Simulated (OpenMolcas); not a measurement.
# Ho3+: effect of the ligand basis

Ho3+ with 8 ligands (fluoride) in square antiprismatic coordination (D4d) at 2.33 Å, a polar angle of 64.2° against the regular 57.3°. A charge of +0.625 e stands 2.4 Å behind each ligand.

```
Program             : OpenMolcas
Method              : CASSCF
Spin-orbit coupling : RASSI with atomic mean-field integrals over the reference wave functions
```

Fixed: metal basis ANO-RCC-VTZP, active space 10 electrons in 7 orbitals (4f), DKH2 Hamiltonian.

Energies in cm-1 above the lowest state or level, χT in cm3 K/mol.

```csv
Run,Ligand basis,Ground state,First state of that spin,First gap with spin-orbit (degeneracies),Width of lowest J,χT at 300 K,Cost
A,ANO-RCC-VDZP,2S+1 = 5,25.9,"6.8 (2, 1)",386,13.824,roughly 4 core-minutes
B,ANO-RCC-VTZP,2S+1 = 5,26.4,"5.9 (2, 1)",373,13.827,roughly 15 core-minutes
```

Against A, the width of the lowest J multiplet changes by -3.4 % in B.

Costs are those of the RASSCF and RASSI steps.

High states are left out of the spin-orbit mixing, which shifts the levels that they would mix with. Without dynamic correlation the ligand-field splitting of an f shell can come out too small, at times by half. A group larger than the point group allows holds several states that coincide in this model. No measured value stands beside these numbers; the geometry was imposed, not optimised, and the real ion may take another.

A state without a sure symmetry label is named by its multiplicity alone.
